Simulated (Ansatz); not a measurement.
`[NH2][Ga]([Br])[Br]` + H₂ → `[NH2][GaH][Br]` + HBr at 400 K and 1 bar (hydrogenolysis of a Ga–Br bond).

Calculated with Ansatz (gas phase, PBE0-D4/def2-TZVP geometries, no zero-point term in ΔE). CBS: MP2 limit from def2 TZ/QZ plus the TZ coupled-cluster correction, frozen cores. This one scheme is used for every species. For Br, Ga outer-core shells are correlated without core-valence functions, which leaves a few kJ/mol of doubt a bond. Scalar relativity is left out up to krypton. One conformer a species, not always the lowest.

| species | CCSD(T)/CBS energy (Eh) | H − E (kJ/mol) | S (J/(mol·K)) |
| --- | --- | --- | --- |
| `[NH2][Ga]([Br])[Br]` | -7126.62711 | 101.5 | 401.7 |
| H₂ | -1.17544 | 38.0 | 139.0 |
| `[NH2][GaH][Br]` | -4553.84396 | 112.1 | 344.5 |
| HBr | -2573.91920 | 27.6 | 207.2 |

H − E and S are ideal-gas, rigid-rotor, harmonic terms from PBE0-D4/def2-TZVP, for one conformer and one mirror image of each species. The MP2-based limit puts H₂ 0.8 mEh under its directly extrapolated value; such offsets cancel only in part. 1 Eh = 2625.50 kJ/mol, R = 8.31446 J/(mol·K).

**Question.** By hand: ΔE, ΔH, ΔS and ΔG.

**Answer.** ΔE = (-4553.84396) + (-2573.91920) − (-7126.62711) − (-1.17544) = 0.03939 Eh = 103.4 kJ/mol. Δ(H − E) = 112.1 + 27.6 − 101.5 − 38.0 = 0.2, so ΔH = 103.6 kJ/mol. ΔS = 344.5 + 207.2 − 401.7 − 139.0 = 11.0 J/(mol·K). ΔG = 103.6 − 400 × (11.0)/1000 = 99.2 kJ/mol.

**Question.** By hand: the equilibrium constant, and the temperature at which ΔG would vanish if ΔH and ΔS stayed fixed.

**Answer.** log₁₀ K = −ΔG/(RT ln 10) = -13.0. ΔG = 0 at ΔH/ΔS = 9418 K, far beyond where these terms or the molecules hold.

The number of gas molecules stays the same, so ΔS is small and ΔH decides. A doubt of 5 kJ/mol in ΔE shifts log₁₀ K by 0.7 here. Other conformers and mirror images would add mixing entropy, several J/(mol·K) or more a flexible species. Modes under 60 cm⁻¹, often nearly free rotors, make the harmonic entropy too high. These are equilibria of isolated gas molecules and say nothing of rates. Largest T1 diagnostic: 0.011 (customary marks: 0.02 for closed shells, 0.045 for open ones).
